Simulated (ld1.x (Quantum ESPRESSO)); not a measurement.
**Which change was made? (As, ultrasoft)**

```json
{
 "Element": "As",
 "Generator": "ld1.x (Quantum ESPRESSO) 7.5",
 "Type": "ultrasoft",
 "Functional": "BP86",
 "Relativity": "fully relativistic",
 "Frozen core": "[Ar]",
 "Valence charge": "15",
 "Reference configuration": "3d10 4s1 4p4",
 "Partial waves": "4s (bound): rcut 1.15, rcutus 1.40 bohr; 4s channel at -0.7 Ry: rcut 1.15, rcutus 1.40 bohr; 4p (bound): rcut 1.85, rcutus 2.30 bohr; 4p channel at 1.5 Ry: rcut 1.85, rcutus 2.30 bohr; 3d (bound): rcut 0.85, rcutus 1.15 bohr; 3d channel at -1.25 Ry: rcut 0.85, rcutus 1.15 bohr",
 "Local potential": "all-electron potential smoothed inside 1.85 bohr (lloc = -1)",
 "Core correction": "none",
 "Augmentation charge": "PSQ, radius 0.70 bohr"
}
```

Open shells are filled in proportion to 2j + 1 (rel_dist='average').

Cutoffs, loose and tight: the cutoffs (Ry, on a coarse ladder) from which the occupation-weighted sum of valence levels, in a spherical-Bessel basis at the reference potential, stays within 10 and 1 mRy of its value at 400 Ry. They do not see the model core or the augmentation charge, which bear on the density cutoff. Test errors are all-electron minus pseudo excitation energies from the reference, over the configurations 3d10 4s2 4p3; 3d10 4s2 4p2; 3d10 4s2 4p1; 3d10 4s2 4p0; 3d10 4s2 4p2.5; 3d10 4s0 4p5; 3d10 4s2 4p3.3; variants that change the core or the reference have their own tests. The largest error is taken over the tests solved by every variant that gives reliable tests at all, those not shown here included: 3d10 4s2 4p0; 3d10 4s2 4p1; 3d10 4s2 4p2; 3d10 4s2 4p2.5; 3d10 4s2 4p3.

The base gives: outcome: generated; cutoff, loose: 120 Ry; cutoff, tight: 200 Ry; bound ghosts: s; largest test error (meV): +3.6.

After one change the result is: outcome: generated; cutoff, loose: 70 Ry; cutoff, tight: 140 Ry; bound ghosts: none; largest test error (meV): test run stopped at test 1 of 7 (negative rho). Which change was it?
A. all radii scaled by about 1.37 (s 1.92, p 3.16, d 1.58 bohr, rcut 1.58/2.54/1.16); local potential all-electron potential smoothed inside 2.54 bohr (lloc = -1); augmentation PSQ, radius 0.96 bohr
B. all radii scaled by about 0.90 (s 1.26, p 2.06, d 1.04 bohr, rcut 1.04/1.66/0.76); local potential all-electron potential smoothed inside 1.66 bohr (lloc = -1); augmentation PSQ, radius 0.62 bohr
C. all radii scaled by about 1.15 (s 1.62, p 2.66, d 1.32 bohr, rcut 1.32/2.14/0.98); local potential all-electron potential smoothed inside 2.14 bohr (lloc = -1); augmentation PSQ, radius 0.80 bohr

C. The others give: all radii scaled by about 0.90 (s 1.26, p 2.06, d 1.04 bohr, rcut 1.04/1.66/0.76); local potential all-electron potential smoothed inside 1.66 bohr (lloc = -1); augmentation PSQ, radius 0.62 bohr → outcome: failed: chargeps: negative rho | all radii scaled by about 1.37 (s 1.92, p 3.16, d 1.58 bohr, rcut 1.58/2.54/1.16); local potential all-electron potential smoothed inside 2.54 bohr (lloc = -1); augmentation PSQ, radius 0.96 bohr → outcome: generated; cutoff, loose: 45 Ry; cutoff, tight: 80 Ry; bound ghosts: none; largest test error (meV): test run stopped at test 1 of 7 (negative rho).
